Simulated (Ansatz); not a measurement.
Computed with Ansatz.

Basis-set series for CH9AlSi2, SMILES `[AlH2][CH2][SiH2][SiH3]`. The species carries charge 0 and has multiplicity 1. The geometry is a stationary point of PBE0-D4/def2-TZVP. It is one conformer, not always the lowest.

| functional | basis | functions | energy (Eh) | HOMO (eV) | LUMO (eV) |
| --- | --- | --- | --- | --- | --- |
| PBE0-D4 | def2-SVP | 113 | -864.21857 | -7.71 | -0.78 |
| PBE0-D4 | def2-TZVPP | 283 | -864.55278 | -7.69 | -0.89 |
| ωB97M-V | def2-SVP | 113 | -864.51247 | -9.80 | 1.02 |
| ωB97M-V | def2-TZVPP | 283 | -864.85213 | -9.81 | 0.75 |

Problem. Give the rows for def2-QZVPP. (An estimate is asked.)

Solution. The calculation gave: 
| functional | basis | functions | energy (Eh) | HOMO (eV) | LUMO (eV) |
| --- | --- | --- | --- | --- | --- |
| PBE0-D4 | def2-QZVPP | 537 | -864.58241 | -7.69 | -0.95 |
| ωB97M-V | def2-QZVPP | 537 | -864.88025 | -9.81 | 0.50 |

Positive LUMOs are unbound and depend on the basis.
